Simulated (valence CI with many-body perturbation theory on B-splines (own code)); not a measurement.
# E1 line list for Lu XXXIX

Method: valence CI with perturbative core correlation (CI+MBPT): five valence electrons over a frozen Dirac-Fock core [Ar] 3d10, radial functions for each j: 9 s, 9 p, 8 d, 6 f, 3 g, 1 h, with the one-electron correlation potential Σ1 (screened to all orders), the two-electron term Σ2, the three-electron term Σ3, Breit, model QED; selected single and double excitations, second order for the rest (own B-spline code, finite nucleus).

No measured spectrum was set against this ion. As an estimate, large intervals hold to a few tenths of a per cent, small ones and those within an open d or f shell to about a per cent. Among the levels kept, up to 300 cm⁻¹ of a level comes from second order outside the variational space, and about a tenth of that is noise between levels of different J, which matters for small intervals.

Lines 51 to 100 of 222 in falling wavelength, among levels below 334.44 eV, chosen from the strongest by gf and those to the six lowest levels. Wavelengths and rates use the calculated energies. Electric multipoles are in the length gauge, E1 and E2 with the static RPA response of the core. Weak lines are less certain than strong ones. Lines between different terms over intervals too small for the method are left out, as are lines whose strength nearly cancels. Where a level lies close to another of its J and parity, the split of strength between their lines is uncertain. The highest levels of a list are the least certain.

Levels are named by their leading jj configuration (3d3/2^4 stands for four electrons in 3d with j = 3/2), which in mixed levels can hold well under half, so a name can repeat and another be missing. Letters in brackets count levels of one name in rising energy.

| λ vac (nm) | Upper | Lower | A (s⁻¹) | S (a.u.) |
| --- | --- | --- | --- | --- |
| 14.01 | (4s 4p1/2^2 4p3/2 4d3/2) J=3/2 [a] | (4s^2 4p1/2 4p3/2 4d3/2) J=1/2 [a] | 2.13e+09 | 1.16e-02 |
| 14.01 | (4s 4p1/2^2 4p3/2 4d3/2) J=1/2 [a] | (4s^2 4p1/2 4p3/2 4d3/2) J=1/2 [a] | 9.92e+09 | 2.69e-02 |
| 13.96 | (4s 4p1/2^2 4p3/2 4d3/2) J=1/2 [b] | (4s^2 4p1/2 4p3/2 4d3/2) J=3/2 [b] | 2.96e+09 | 7.94e-03 |
| 13.95 | (4s 4p1/2^2 4p3/2 4d3/2) J=3/2 [a] | (4s^2 4p1/2 4p3/2 4d3/2) J=5/2 [a] | 5.52e+09 | 2.96e-02 |
| 13.94 | (4s 4p1/2^2 4p3/2 4d3/2) J=3/2 [a] | (4s^2 4p1/2 4p3/2 4d3/2) J=3/2 [a] | 7.02e+09 | 3.76e-02 |
| 13.94 | (4s 4p1/2^2 4p3/2 4d3/2) J=1/2 [a] | (4s^2 4p1/2 4p3/2 4d3/2) J=3/2 [a] | 4.03e+09 | 1.08e-02 |
| 13.66 | (4s^2 4p1/2 4p3/2 4d5/2) J=3/2 [b] | (4s^2 4p3/2^3) J=3/2 | 7.15e+07 | 3.60e-04 |
| 13.63 | (4s 4p1/2^2 4p3/2 4d3/2) J=7/2 | (4s^2 4p1/2 4p3/2 4d3/2) J=5/2 [a] | 1.79e+09 | 1.78e-02 |
| 13.36 | (4s 4p1/2^2 4p3/2^2) J=1/2 | (4s^2 4p1/2 4p3/2^2) J=1/2 | 2.24e+10 | 5.28e-02 |
| 13.32 | (4s 4p1/2^2 4p3/2 4d5/2) J=3/2 | (4s^2 4p1/2 4p3/2 4d3/2) J=1/2 [b] | 8.87e+08 | 4.13e-03 |
| 13.27 | (4s^2 4p1/2 4p3/2 4d5/2) J=1/2 | (4s^2 4p3/2^3) J=3/2 | 4.87e+09 | 1.12e-02 |
| 13.23 | (4s^2 4p1/2 4p3/2 4d5/2) J=5/2 [b] | (4s^2 4p3/2^3) J=3/2 | 2.42e+09 | 1.66e-02 |
| 13.19 | (4s 4p1/2^2 4p3/2 4d5/2) J=5/2 | (4s^2 4p1/2 4p3/2 4d5/2) J=5/2 [a] | 8.03e+09 | 5.46e-02 |
| 13.18 | (4s 4p1/2^2 4p3/2 4d5/2) J=7/2 [a] | (4s^2 4p1/2 4p3/2 4d3/2) J=5/2 [b] | 4.21e+08 | 3.81e-03 |
| 13.14 | (4s 4p1/2^2 4p3/2 4d5/2) J=3/2 | (4s^2 4p1/2 4p3/2 4d3/2) J=5/2 [b] | 3.06e+09 | 1.37e-02 |
| 13.13 | (4s^2 4p1/2^2 4d5/2) J=5/2 | (4s^2 4p1/2 4p3/2^2) J=5/2 | 2.96e+09 | 1.99e-02 |
| 13.04 | (4s 4p1/2^2 4p3/2^2) J=3/2 | (4s^2 4p1/2 4p3/2^2) J=1/2 | 9.01e+06 | 3.95e-05 |
| 12.98 | (4s 4p1/2^2 4p3/2 4d5/2) J=3/2 | (4s^2 4p1/2 4p3/2 4d5/2) J=5/2 [a] | 1.85e+10 | 7.98e-02 |
| 12.93 | (4s 4p1/2^2 4p3/2 4d3/2) J=5/2 [b] | (4s^2 4p1/2 4p3/2 4d3/2) J=7/2 | 1.18e+10 | 7.57e-02 |
| 12.75 | (4s^2 4p1/2 4p3/2 4d5/2) J=3/2 [c] | (4s^2 4p3/2^3) J=3/2 | 1.47e+09 | 6.00e-03 |
| 12.59 | (4s 4p1/2^2 4p3/2 4d5/2) J=7/2 [b] | (4s^2 4p1/2 4p3/2 4d5/2) J=9/2 | 1.77e+10 | 1.39e-01 |
| 12.57 | (4s 4p1/2^2 4p3/2 4d5/2) J=5/2 | (4s^2 4p1/2 4p3/2 4d5/2) J=3/2 [a] | 8.91e+09 | 5.24e-02 |
| 12.49 | (4s^2 4p1/2 4p3/2 4d5/2) J=5/2 [c] | (4s^2 4p3/2^3) J=3/2 | 8.33e+09 | 4.81e-02 |
| 12.48 | (4s 4p1/2^2 4p3/2 4d3/2) J=3/2 [b] | (4s^2 4p1/2 4p3/2 4d3/2) J=1/2 [a] | 2.77e+09 | 1.06e-02 |
| 12.46 | (4s^2 4p1/2^2 4d5/2) J=5/2 | (4s^2 4p1/2 4p3/2^2) J=3/2 | 5.12e+09 | 2.93e-02 |
| 12.43 | (4s 4p1/2^2 4p3/2 4d3/2) J=3/2 [b] | (4s^2 4p1/2 4p3/2 4d3/2) J=5/2 [a] | 1.29e+10 | 4.90e-02 |
| 12.43 | (4s 4p1/2^2 4p3/2 4d3/2) J=3/2 [b] | (4s^2 4p1/2 4p3/2 4d3/2) J=3/2 [a] | 1.41e+09 | 5.33e-03 |
| 12.38 | (4s 4p1/2^2 4p3/2 4d5/2) J=3/2 | (4s^2 4p1/2 4p3/2 4d5/2) J=3/2 [a] | 7.08e+09 | 2.65e-02 |
| 12.37 | (4s^2 4p1/2^2 4f5/2) J=5/2 | (4s^2 4p1/2 4p3/2 4d3/2) J=5/2 [b] | 2.68e+09 | 1.50e-02 |
| 12.27 | (4s 4p1/2^2 4p3/2 4d3/2) J=5/2 [b] | (4s^2 4p1/2 4p3/2 4d3/2) J=3/2 [a] | 1.16e+09 | 6.36e-03 |
| 12.22 | (4s 4p1/2^2 4p3/2 4d5/2) J=7/2 [b] | (4s^2 4p1/2 4p3/2 4d3/2) J=5/2 [b] | 1.02e+09 | 7.33e-03 |
| 12.22 | (4s 4p1/2^2 4p3/2^2) J=3/2 | (4s^2 4p1/2 4p3/2^2) J=5/2 | 2.57e+10 | 9.25e-02 |
| 11.91 | (4s 4p1/2^2 4p3/2 4d5/2) J=7/2 [b] | (4s^2 4p1/2 4p3/2 4d5/2) J=7/2 [a] | 8.35e+09 | 5.57e-02 |
| 11.88 | (4s 4p1/2^2 4p3/2^2) J=1/2 | (4s^2 4p1/2 4p3/2^2) J=3/2 | 4.75e+03 | 7.86e-09 |
| 11.66 | (4s 4p1/2 4p3/2^3) J=3/2 | (4s^2 4p3/2^3) J=3/2 | 1.69e+10 | 5.31e-02 |
| 11.63 | (4s 4p1/2^2 4p3/2^2) J=3/2 | (4s^2 4p1/2 4p3/2^2) J=3/2 | 9.36e+09 | 2.91e-02 |
| 11.48 | (4s 4p1/2^2 4p3/2 4d3/2) J=1/2 [b] | (4s^2 4p1/2 4p3/2 4d3/2) J=1/2 [a] | 3.33e+09 | 4.98e-03 |
| 11.45 | (4s 4p1/2 4p3/2^3) J=1/2 | (4s^2 4p3/2^3) J=3/2 | 1.28e+10 | 1.90e-02 |
| 11.43 | (4s 4p1/2^2 4p3/2 4d3/2) J=1/2 [b] | (4s^2 4p1/2 4p3/2 4d3/2) J=3/2 [a] | 1.81e+10 | 2.68e-02 |
| 10.96 | (4s 4p1/2^2 4p3/2 4d5/2) J=3/2 | (4s^2 4p1/2 4p3/2 4d3/2) J=5/2 [a] | 1.73e+09 | 4.48e-03 |
| 10.89 | (4s^2 4p1/2^2 4f5/2) J=5/2 | (4s^2 4p1/2 4p3/2 4d3/2) J=7/2 | 1.30e+10 | 4.96e-02 |
| 10.77 | (4s 4p1/2^2 4p3/2 4d5/2) J=7/2 [b] | (4s^2 4p1/2 4p3/2 4d3/2) J=7/2 | 1.23e+09 | 6.08e-03 |
| 10.42 | (4s^2 4p1/2^2 4f5/2) J=5/2 | (4s^2 4p1/2 4p3/2 4d3/2) J=3/2 [a] | 1.39e+09 | 4.65e-03 |
| 9.978 | (4s 4p1/2^2 4p3/2 4d3/2) J=5/2 [a] | (4s 4p1/2^2 4p3/2^2) J=3/2 | 2.82e+09 | 8.31e-03 |
| 9.916 | (4s 4p1/2^2 4p3/2 4d3/2) J=3/2 [a] | (4s 4p1/2^2 4p3/2^2) J=3/2 | 4.37e+09 | 8.42e-03 |
| 9.914 | (4s 4p1/2^2 4p3/2 4d3/2) J=1/2 [a] | (4s 4p1/2^2 4p3/2^2) J=3/2 | 6.32e+09 | 6.08e-03 |
| 9.740 | (4s 4p1/2^2 4p3/2 4d3/2) J=3/2 [a] | (4s 4p1/2^2 4p3/2^2) J=1/2 | 3.53e+09 | 6.44e-03 |
| 9.452 | (4s^2 4p1/2 4p3/2 4d3/2) J=3/2 [a] | (4s^2 4p1/2 4p3/2^2) J=1/2 | 9.47e+08 | 1.58e-03 |
| 9.440 | (4s 4p1/2^2 4p3/2 4d3/2) J=5/2 [a] | (4s^2 4p1/2^2 4d5/2) J=5/2 | 7.11e+09 | 1.77e-02 |
| 9.420 | (4s^2 4p1/2 4p3/2 4d3/2) J=1/2 [a] | (4s^2 4p1/2 4p3/2^2) J=1/2 | 6.89e+08 | 5.69e-04 |
